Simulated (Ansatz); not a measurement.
`FC(F)[C@H](F)[C@@H](F)C(F)(F)F` and `C[C@H](F)[C@H](F)C(F)F` differ in one atom or group (the configuration at a centre changes too).

Ansatz, PBE0-D4/def2-TZVP geometries, multiplicity 1. Each molecule was computed in one conformer, which needn't be the lowest.

```
                                        property  `FC(F)[C@H](F)[C@@H](F)C(F)(F)F`
             HOMO energy (B3LYP/def2-TZVPP) / eV                             -9.83
             LUMO energy (B3LYP/def2-TZVPP) / eV                              0.54
size of the dipole moment (B3LYP/def2-TZVPP) / D                              1.31
  size of the dipole moment (PBE/def2-TZVPP) / D                              1.21
           HOMO energy (ωB97M-V/def2-TZVPP) / eV                            -12.42
           HOMO–LUMO gap (B3LYP/def2-TZVPP) / eV                             10.37
```

(1) Give the same properties after the change, and the shifts. (Best estimate.)

Answers

(1) Ansatz gave: 
```tsv
property	`C[C@H](F)[C@H](F)C(F)F`	shift
HOMO energy (B3LYP/def2-TZVPP) / eV	-9.22	0.61
LUMO energy (B3LYP/def2-TZVPP) / eV	0.65	0.11
size of the dipole moment (B3LYP/def2-TZVPP) / D	2.36	1.05
size of the dipole moment (PBE/def2-TZVPP) / D	2.21	1.00
HOMO energy (ωB97M-V/def2-TZVPP) / eV	-11.79	0.63
HOMO–LUMO gap (B3LYP/def2-TZVPP) / eV	9.87	-0.50
```

With PBE0 the HOMO rises by 0.62 eV and the LUMO rises by 0.11 eV, so the gap narrows by about 0.51 eV. PBE moves the HOMO by 0.53 eV and ωB97M-V by 0.63 eV. Dipoles are sizes alone; their direction can turn.

B3LYP here is the variant with VWN-RPA as its local correlation; programs differ in this.
